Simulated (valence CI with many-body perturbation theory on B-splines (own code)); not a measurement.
Which ion has this spectrum?

A relativistic CI+MBPT calculation for an atom or ion with 22 electrons gives these levels (eV):

```
J  Parity       E     g
0    even    0.00      
1    even   47.67  1.49
4    even   58.94  1.07
2    even   61.16  1.22
3    even   64.50  1.13
0    even  103.48      
2    even  104.54  1.25
4    even  106.17  1.14
3    even  108.04  1.16
5    even  111.71  1.08
6    even  114.43  1.07
1    even  116.02  1.09
3    even  119.45  1.07
4    even  119.58  1.03
```

The energies are calculated, and their last digits are not significant.

Problem. Which is it?
A. Er46+
B. Yb48+
C. Tm47+
D. Hf50+

Solution. B. Yb48+, ground level (3d3/2^4) J=0.
